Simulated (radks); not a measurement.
Question: Mn+, configuration [Ne] 3s2 3p5.75 3d5.25 4s1 (fractional occupations, a model configuration). Calculated with a radial shooting solver on a logarithmic mesh with Libxc functionals: scalar-relativistic Kohn-Sham, r2SCAN, spin-polarised, spherical densities, finite nucleus; open shells are filled with parallel spins first; meta-GGA in the generalised Kohn-Sham scheme; Fermi nuclear charge, rms radius 3.7057 fm. Some entries of the table are withheld. Estimate them.

| orbital | occ. | eigenvalue (Ry) | <r^2> (bohr^2) |
|---|---|---|---|
| 1s up | 1 | -474.8919 | 0.004991 |
| 1s down | 1 | -474.8793 | 0.004991 |
| 2s up | 1 | -55.95747 | 0.09204 |
| 2s down | 1 | -55.76019 | 0.09155 |
| 2p up | 3 | -47.37938 | 0.07520 |
| 2p down | 3 | -47.22011 | 0.07469 |
| 3s up | 1 | (1) | 0.8339 |
| 3s down | 1 | (2) | 0.8443 |
| 3p up | 3 | -4.92342 | 0.9593 |
| 3p down | 2.75 | -4.40986 | 0.9755 |
| 3d up | 5 | -1.25582 | 1.739 |
| 4s up | 1 | -0.95146 | (3) |
| 3d down | 0.25 | -0.76325 | 2.131 |
| 4s down | 0 | -0.65056 | (4) |

Answer: 
(1) 3s up eigenvalue (Ry): -7.31756
(2) 3s down eigenvalue (Ry): -6.80146
(3) 4s up <r^2> (bohr^2): 8.436
(4) 4s down <r^2> (bohr^2): 11.12
